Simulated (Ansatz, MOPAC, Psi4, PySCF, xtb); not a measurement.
Two geometries of PGME, C4H10O2, SMILES COCC(C)O, relaxed at B3LYP-D3(BJ)/def2-SVP with one dihedral held; other torsions can differ between them too.

Structure A

```
16

C      2.2379    -1.0965    -0.0812
O      1.3737    -0.1137     0.4331
C      0.2153     0.1381    -0.3462
C     -0.9834    -0.5946     0.2588
C     -2.2932    -0.2152    -0.4099
O     -1.0690    -0.2803     1.6322
H      2.6547    -0.7990    -1.0631
H      3.0692    -1.2140     0.6292
H      1.7421    -2.0795    -0.2020
H      0.0271     1.2247    -0.3042
H      0.3698    -0.1468    -1.4033
H     -0.8169    -1.6870     0.1245
H     -2.4659     0.8691    -0.3204
H     -2.2902    -0.4893    -1.4767
H     -3.1298    -0.7333     0.0813
H     -0.1567    -0.3024     1.9608
```

Structure B

```
16

C      0.9603    -1.1715    -1.8517
O      0.3010     0.0359    -1.5673
C      0.1166     0.2971    -0.1966
C     -1.0697    -0.4494     0.4341
C     -2.3773    -0.1618    -0.2912
O     -1.1351    -0.1422     1.8169
H      0.3789    -2.0632    -1.5464
H      1.1130    -1.2186    -2.9398
H      1.9493    -1.2246    -1.3538
H      1.0298     0.0665     0.3868
H     -0.0692     1.3830    -0.1077
H     -0.8683    -1.5335     0.3958
H     -2.6242     0.9132    -0.2250
H     -2.2926    -0.4141    -1.3585
H     -3.2046    -0.7347     0.1538
H     -1.3987     0.7850     1.8998
```

Problem. Which is lower in energy at the level CCSD(T) on RHF/cc-pVDZ, frozen core // B3LYP-D3(BJ)/def2-SVP (Ansatz, a first-principles code), and by how much?

Solution. A is lower, by 1.78 kcal/mol (dihedral C4–C3–O2–C1: 100° in A, -80° in B).

E(B) − E(A) in kcal/mol at the other levels, on the same two geometries: PBE0/def2-TZVP // B3LYP-D3(BJ)/def2-SVP (Psi4) 2.17; PBE0-D3(BJ)/def2-TZVP // B3LYP-D3(BJ)/def2-SVP (Psi4) 2.05; PBE/def2-TZVP // B3LYP-D3(BJ)/def2-SVP (Psi4) 2.18; PBE-D3(BJ)/def2-TZVP // B3LYP-D3(BJ)/def2-SVP (Psi4) 2.04; r2SCAN/def2-TZVP // B3LYP-D3(BJ)/def2-SVP (Psi4) 2.20; RHF/cc-pVDZ // B3LYP-D3(BJ)/def2-SVP (Ansatz) 1.83; MP2 on RHF/cc-pVDZ, frozen core // B3LYP-D3(BJ)/def2-SVP (Ansatz) 1.88; CCSD on RHF/cc-pVDZ, frozen core // B3LYP-D3(BJ)/def2-SVP (Ansatz) 1.78; PM3, restricted, heats of formation // B3LYP-D3(BJ)/def2-SVP (MOPAC) -2.04; PM6, restricted, heats of formation // B3LYP-D3(BJ)/def2-SVP (MOPAC) -1.62; GFN1-xTB // B3LYP-D3(BJ)/def2-SVP (xtb) -1.03; restricted B3LYP/6-31G*, spherical d, density fitting // B3LYP-D3(BJ)/def2-SVP (PySCF) 2.28; restricted B3LYP/LANL2DZ // B3LYP-D3(BJ)/def2-SVP (PySCF) 2.09; restricted Hartree-Fock/STO-3G // B3LYP-D3(BJ)/def2-SVP (PySCF) 1.14; restricted B3LYP/6-311+G**, spherical d, density fitting // B3LYP-D3(BJ)/def2-SVP (PySCF) 2.20.
